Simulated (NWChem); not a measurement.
System: CH5BS; SMILES BSC

Here is an NWChem input.

```
start job
memory heap 200 mb stack 900 mb global 1100 mb
geometry units angstroms noautoz
  B     -0.593865    -1.463987     0.115423
  H     -0.170847    -2.572117    -0.001519
  H     -1.687578    -1.233853     0.533111
  S      0.499343    -0.159723    -0.369238
  C     -0.428835     1.402080    -0.074574
  H     -0.521254     1.943603    -1.018849
  H      0.126644     2.016037     0.638128
  H     -1.420758     1.180872     0.322950
end
basis spherical
  * library aug-cc-pvdz
end
dft
  xc xpbe96 cpbe96
  iterations 150
end
tddft
  cis
  nroots 8
  notriplet
end
task tddft energy
```

Excerpt of the output:

```
             Northwest Computational Chemistry Package (NWChem) 7.3.0
             --------------------------------------------------------

 CS  symmetry detected

                             Geometry "geometry" -> ""
                             -------------------------

 Output coordinates in angstroms (scale by  1.889725989 to convert to a.u.)

  No.       Tag          Charge          X              Y              Z
 ---- ---------------- ---------- -------------- -------------- --------------
    1 B                    5.0000    -0.58825613    -1.47416181     0.00000000
    2 H                    1.0000    -0.12797847    -2.57357813     0.00000000
    3 H                    1.0000    -1.76365300    -1.26903930     0.00000000
    4 S                   16.0000     0.57806985    -0.14345211     0.00000000
    5 C                    6.0000    -0.42702974     1.39841192     0.00000000
    6 H                    1.0000    -0.18171135     1.98203427    -0.89030771
    7 H                    1.0000    -0.18171135     1.98203427     0.89030771
    8 H                    1.0000    -1.49060441     1.15412017     0.00000000

 Effective nuclear repulsion energy (a.u.)      93.5455382695

      Symmetry information
      --------------------

 Group name             Cs
 Group number              2
 Group order               2
 No. of unique centers     7

  pbe96 is a nonlocal functional; adding pw91lda local functional.

                                 NWChem DFT Module
                                 -----------------

 Summary of "ao basis" -> "ao basis" (spherical)
 ------------------------------------------------------------------------------
       Tag                 Description            Shells   Functions and Types
 ---------------- ------------------------------  ------  ---------------------
 B                        aug-cc-pvdz                9       23   4s3p2d
 H                        aug-cc-pvdz                5        9   3s2p
 S                        aug-cc-pvdz               11       27   5s4p2d
 C                        aug-cc-pvdz                9       23   4s3p2d

      Symmetry analysis of basis
      --------------------------

        a'         81
        a"         37

            General Information
            -------------------
          SCF calculation type: DFT
          Wavefunction type:  closed shell.
          No. of atoms     :     8
          No. of electrons :    32
           Alpha electrons :    16
            Beta electrons :    16
          Charge           :     0
          Spin multiplicity:     1
          Use of symmetry is: off; symmetry adaption is: on
          Maximum number of iterations: 150
          AO basis - number of functions:   118
                     number of shells:    54
          Convergence on energy requested:  1.00D-06
          Convergence on density requested:  1.00D-05
          Convergence on gradient requested:  5.00D-04

              XC Information
              --------------
          PerdewBurkeErnzerhof Exchange Functional  1.000
            Perdew 1991 LDA Correlation Functional  1.000 local
           PerdewBurkeErnz. Correlation Functional  1.000 non-local

             Grid Information
             ----------------
          Grid used for XC integration:  medium
          Radial quadrature: Mura-Knowles
          Angular quadrature: Lebedev.
          Tag              B.-S. Rad. Rad. Pts. Rad. Cut. Ang. Pts.
          ---              ---------- --------- --------- ---------
          B                   0.85       49          15.0       434
          H                   0.35       45          16.0       434
          S                   1.00       88          13.0       590
          C                   0.70       49          15.0       434
          Grid pruning is: on
          Number of quadrature shells:   411
          Spatial weights used:  Erf1

      Superposition of Atomic Density Guess
      -------------------------------------

 Sum of atomic energies:        -462.17566160

      Non-variational initial energy
      ------------------------------

 Total energy =    -463.528049
 1-e energy   =    -819.946358
 2-e energy   =     262.872771
 HOMO         =      -0.328590
 LUMO         =      -0.018574

      Symmetry analysis of molecular orbitals - initial
      -------------------------------------------------

  Numbering of irreducible representations:

     1 a'          2 a"

  Orbital symmetries:

     1 a'          2 a'          3 a'          4 a'          5 a'
     6 a'          7 a"          8 a'          9 a'         10 a'
    11 a'         12 a"         13 a'         14 a'         15 a'
    16 a"         17 a"         18 a'         19 a'         20 a'
    21 a"         22 a'         23 a'         24 a"         25 a'
    26 a'

 !! scf_movecs_sym_adapt:    4 vectors were symmetry contaminated

  Symmetry fudging

   convergence    iter        energy       DeltaE   RMS-Dens  Diis-err
 ---------------- ----- ----------------- --------- --------- ---------
 d= 0,ls=0.0,diis     1   -463.8594103545 -5.57D+02  1.52D-02  3.00D-01
 d= 0,ls=0.0,diis     2   -463.8633243843 -3.91D-03  5.54D-03  1.69D-01
 d= 0,ls=0.0,diis     3   -463.8740299043 -1.07D-02  2.31D-03  1.02D-01
 d= 0,ls=0.0,diis     4   -463.8907282989 -1.67D-02  5.70D-04  3.94D-03
 d= 0,ls=0.0,diis     5   -463.8913329711 -6.05D-04  1.85D-04  3.35D-04
  Resetting Diis
 d= 0,ls=0.0,diis     6   -463.8913801284 -4.72D-05  6.23D-05  3.47D-05
 d= 0,ls=0.0,diis     7   -463.8913858729 -5.74D-06  2.36D-05  1.96D-06
 d= 0,ls=0.0,diis     8   -463.8913855569  3.16D-07  1.44D-05  3.96D-06
 d= 0,ls=0.0,diis     9   -463.8913861932 -6.36D-07  2.38D-06  1.31D-07

         Total DFT energy =     -463.891386193216
      One electron energy =     -822.608899915160
           Coulomb energy =      301.887640405130
    Exchange-Corr. energy =      -36.715664952707
 Nuclear repulsion energy =       93.545538269522

 Numeric. integr. density =       31.999974260844

                  Occupations of the irreducible representations
                  ----------------------------------------------

                     irrep           alpha         beta
                     --------     --------     --------
                     a'               13.0         13.0
                     a"                3.0          3.0

                       DFT Final Molecular Orbital Analysis
                       ------------------------------------

[...]

                                NWChem TDDFT Module
                                -------------------

            General Information
            -------------------
           No. of orbitals :     236
            Alpha orbitals :     118
             Beta orbitals :     118
        Alpha frozen cores :       0
         Beta frozen cores :       0
     Alpha frozen virtuals :       0
      Beta frozen virtuals :       0
         Spin multiplicity :       1
    Number of AO functions :     118
        Use of symmetry is : off
      Symmetry adaption is : on
         Schwarz screening :  0.10D-07

              XC Information
              --------------
   PerdewBurkeErnzerhof Exchange Functional   1.00
     Perdew 1991 LDA Correlation Functional   1.00 local
    PerdewBurkeErnz. Correlation Functional   1.00 non-local

             TDDFT Information
             -----------------
          Calculation type : Tamm-Dancoff TDDFT
         Wavefunction type : Restricted singlets
          No. of electrons :      32
           Alpha electrons :      16
            Beta electrons :      16
              No. of roots :       8
          Max subspacesize :    5600
            Max iterations :     100
               Target root :       1
           Target symmetry : none
      Symmetry restriction : off
                 Algorithm : Optimal
        Davidson threshold :  0.10D-03

    8 smallest eigenvalue differences (eV)
--------------------------------------------------------
  No. Spin  Occ  Vir  Irrep   E(Occ)    E(Vir)   E(Diff)
--------------------------------------------------------
    1    1   16   17 a'       -0.248    -0.076     4.694
    2    1   15   17 a"       -0.272    -0.076     5.358
    3    1   16   18 a"       -0.248    -0.024     6.105
    4    1   14   17 a"       -0.302    -0.076     6.150
    5    1   16   19 a"       -0.248    -0.003     6.660
    6    1   15   18 a'       -0.272    -0.024     6.769
    7    1   16   20 a"       -0.248     0.010     7.014
    8    1   16   21 a'       -0.248     0.016     7.186
--------------------------------------------------------

  Entering Davidson iterations
  Restricted singlet excited states

  Iter   NTrls   NConv    DeltaV     DeltaE      Time
  ----  ------  ------  ---------  ---------  ---------
    1      8       0     0.14E+00   0.10+100       19.0
    2     16       0     0.36E-01   0.18E-01       22.4
    3     24       0     0.83E-02   0.26E-02       19.5
    4     32       5     0.14E-02   0.13E-03       29.7
    5     35       5     0.19E-03   0.29E-05       14.1
    6     38       8     0.24E-04   0.53E-07       15.5
  ----  ------  ------  ---------  ---------  ---------
  Convergence criterion met

  Ground state a'       -463.891386193216 a.u.

  ----------------------------------------------------------------------------
  Root   1 singlet a"             0.205646981 a.u.                5.5959 eV
  ----------------------------------------------------------------------------
     Transition Moments    X -0.00000   Y -0.00000   Z  0.04826
     Dipole Oscillator Strength                    0.0003192465
     Electric Quadrupole                           0.0000001066
     Magnetic Dipole                               0.0000027537
     Total Oscillator Strength                     0.0003221068

     Occ.   15  a'  ---  Virt.   17  a"       0.99548
  ----------------------------------------------------------------------------
  Root   2 singlet a'             0.218985960 a.u.                5.9589 eV
  ----------------------------------------------------------------------------
     Transition Moments    X -0.60631   Y -0.93047   Z -0.00000
     Dipole Oscillator Strength                    0.1800620310
     Electric Quadrupole                           0.0000001641
     Magnetic Dipole                               0.0000000961
     Total Oscillator Strength                     0.1800622912

     Occ.   11  a"  ---  Virt.   17  a"       0.10316
     Occ.   13  a'  ---  Virt.   18  a'       0.06233
     Occ.   15  a'  ---  Virt.   18  a'       0.10979
     Occ.   15  a'  ---  Virt.   19  a'       0.08713
     Occ.   15  a'  ---  Virt.   23  a'      -0.05779
     Occ.   15  a'  ---  Virt.   24  a'       0.05575
     Occ.   15  a'  ---  Virt.   26  a'       0.05163
     Occ.   15  a'  ---  Virt.   40  a'       0.05209
     Occ.   16  a"  ---  Virt.   17  a"      -0.93938
     Occ.   16  a"  ---  Virt.   25  a"      -0.09360
     Occ.   16  a"  ---  Virt.   27  a"      -0.06187
  ----------------------------------------------------------------------------
  Root   3 singlet a"             0.226725043 a.u.                6.1695 eV
  ----------------------------------------------------------------------------
     Transition Moments    X -0.00000   Y -0.00000   Z  0.11587
     Dipole Oscillator Strength                    0.0020294476
     Electric Quadrupole                           0.0000001064
     Magnetic Dipole                               0.0000015933
     Total Oscillator Strength                     0.0020311473

     Occ.   14  a'  ---  Virt.   17  a"       0.26533
     Occ.   16  a"  ---  Virt.   18  a'       0.95355
     Occ.   16  a"  ---  Virt.   19  a'      -0.11801
  ----------------------------------------------------------------------------
  Root   4 singlet a"             0.232440480 a.u.                6.3250 eV
  ----------------------------------------------------------------------------
     Transition Moments    X  0.00000   Y  0.00000   Z -0.02020
     Dipole Oscillator Strength                    0.0000632031
     Electric Quadrupole                           0.0000000587
     Magnetic Dipole                               0.0000019274
     Total Oscillator Strength                     0.0000651893

     Occ.   14  a'  ---  Virt.   17  a"       0.95308
     Occ.   16  a"  ---  Virt.   18  a'      -0.24076
     Occ.   16  a"  ---  Virt.   19  a'       0.16346
  ----------------------------------------------------------------------------
  Root   5 singlet a"             0.248149199 a.u.                6.7525 eV
  ----------------------------------------------------------------------------
     Transition Moments    X  0.00000   Y -0.00000   Z -0.45733
     Dipole Oscillator Strength                    0.0346003770
     Electric Quadrupole                           0.0000001445
     Magnetic Dipole                               0.0000002001
     Total Oscillator Strength                     0.0346007216

     Occ.   14  a'  ---  Virt.   17  a"      -0.11915
     Occ.   16  a"  ---  Virt.   18  a'       0.14217
     Occ.   16  a"  ---  Virt.   19  a'       0.96919
     Occ.   16  a"  ---  Virt.   22  a'      -0.13604
  ----------------------------------------------------------------------------
  Root   6 singlet a'             0.254815983 a.u.                6.9339 eV
  ----------------------------------------------------------------------------
     Transition Moments    X -0.09226   Y  0.53511   Z -0.00000
     Dipole Oscillator Strength                    0.0500891951
     Electric Quadrupole                           0.0000000658
     Magnetic Dipole                               0.0000002807
     Total Oscillator Strength                     0.0500895417

     Occ.   15  a'  ---  Virt.   18  a'       0.94894
     Occ.   15  a'  ---  Virt.   19  a'      -0.24499
     Occ.   15  a'  ---  Virt.   23  a'       0.07707
     Occ.   15  a'  ---  Virt.   24  a'      -0.06979
     Occ.   16  a"  ---  Virt.   17  a"       0.05865
     Occ.   16  a"  ---  Virt.   21  a"      -0.08983
     Occ.   16  a"  ---  Virt.   25  a"       0.05474
  ----------------------------------------------------------------------------
  Root   7 singlet a"             0.257654960 a.u.                7.0112 eV
  ----------------------------------------------------------------------------
     Transition Moments    X -0.00000   Y -0.00000   Z  0.10354
     Dipole Oscillator Strength                    0.0018416053
     Electric Quadrupole                           0.0000000659
     Magnetic Dipole                               0.0000000493
     Total Oscillator Strength                     0.0018417205

     Occ.   16  a"  ---  Virt.   20  a'       0.99882
  ----------------------------------------------------------------------------
  Root   8 singlet a'             0.264039558 a.u.                7.1849 eV
  ----------------------------------------------------------------------------
     Transition Moments    X  0.19422   Y -0.15479   Z  0.00000
     Dipole Oscillator Strength                    0.0108573273
     Electric Quadrupole                           0.0000002165
     Magnetic Dipole                               0.0000000136
     Total Oscillator Strength                     0.0108575574

     Occ.   15  a'  ---  Virt.   18  a'       0.06075
     Occ.   15  a'  ---  Virt.   19  a'      -0.08523
     Occ.   16  a"  ---  Virt.   21  a"       0.99070

              Target root =      1
          Target symmetry = none
      Ground state energy =   -463.891386193216
        Excitation energy =      0.205646980965
     Excited state energy =   -463.685739212251

  stored tddft:energy   -463.68573921225129
```

Level: PBE/aug-cc-pVDZ, TDA. All runs use the structure optimised with B3LYP/6-31G* (spherical d).
